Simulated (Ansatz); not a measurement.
Ti2O4⁺, relaxed as a doublet with UKS r2SCAN-D4/def2-SVP in Ansatz, starting from the GFN2-xTB geometry. Force threshold 0.02 eV/Å.

The structure holds 1 bond(s) between oxygen atoms. The relaxation made no stability test and no search for a lower SCF solution. No other spin state of charge 1 was run. Another isomer (doublet) lies 1.14 eV lower at PBE0-D4/def2-TZVP; other spin states weren't run for this one.

Start:

```csv
atom,x (Å),y (Å),z (Å)
Ti1,-0.655,1.860,1.105
Ti2,0.143,-0.279,-0.338
O3,0.383,-1.927,-0.073
O4,0.899,1.139,0.667
O5,0.668,-1.492,-1.385
O6,-1.438,0.700,0.024
```

```
step  energy (eV)  largest force component (eV/Å)  SCF passes
   1  -54397.2849                           4.332          59
   2  -54397.4898                           2.364          46
   3  -54397.5183                           1.431          44
   4  -54397.6462                           0.303          42
   5  -54397.6487                           0.149          36
   6  -54397.6496                           0.036          34
   7  -54397.6500                           0.006          30
```

Force components are those of the run's own axes.

End:

```csv
atom,x (Å),y (Å),z (Å)
Ti1,-0.642,2.015,0.948
Ti2,0.110,-0.338,-0.167
O3,0.447,-2.090,-0.194
O4,0.852,1.145,0.749
O5,0.675,-1.444,-1.451
O6,-1.442,0.712,0.115
```

By distances, no bond broke or formed. The bond that changes most is Ti2–O5, from 1.69 to 1.79 Å (atoms count from 1).

No frequencies were taken in this run, so the end may be a saddle point.

Run time 39 s (4 threads of Arm Neoverse V2 on a shared host).
